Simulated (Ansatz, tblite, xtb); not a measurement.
**How methods differ on CHAlClNO (SMILES O=C=[N][AlH][Cl])**

CHAlClNO has 6 atoms, charge 0, and is taken as a singlet. SMILES: `O=C=[N][AlH][Cl]`. Geometry: relaxed at PBE0-D4/def2-TZVP. This is one conformer, not always the lowest.

```xyz
6

O    -0.5936   -1.7788   -2.2714
C    -0.4242   -1.0866   -1.3516
N    -0.2640   -0.3769   -0.4016
Al    0.1469    0.6865    0.9344
Cl    2.0902    1.4318    1.0253
H    -0.9133    1.0601    2.0187
```

Quantity: the dipole moment, in D. The values are calculated.

```
                             level            kind  program  value (D)
                         IPEA1-xTB  semi-empirical   tblite       2.69
                          GFN2-xTB  semi-empirical      xtb       1.58
                          GFN0-xTB  semi-empirical      xtb       0.94
                          GFN1-xTB  semi-empirical      xtb       3.23
                         HF/STO-3G    Hartree–Fock   Ansatz       2.74
                          HF/3-21G    Hartree–Fock   Ansatz       2.28
                       HF/def2-SVP    Hartree–Fock   Ansatz       1.79
                    r2SCAN/pcseg-2        meta-GGA   Ansatz       1.59
B3LYP/6-31G* (spherical functions)   global hybrid   Ansatz       1.52
                     PBE0/def2-SVP   global hybrid   Ansatz       1.50
```

The values span 0.94 to 3.23 D. Magnitudes only: a small dipole may point the other way at some levels. Sets without polarisation functions give poor dipoles. Without the sets that lack polarisation functions the rows with a basis span only 1.50 to 1.79 D.
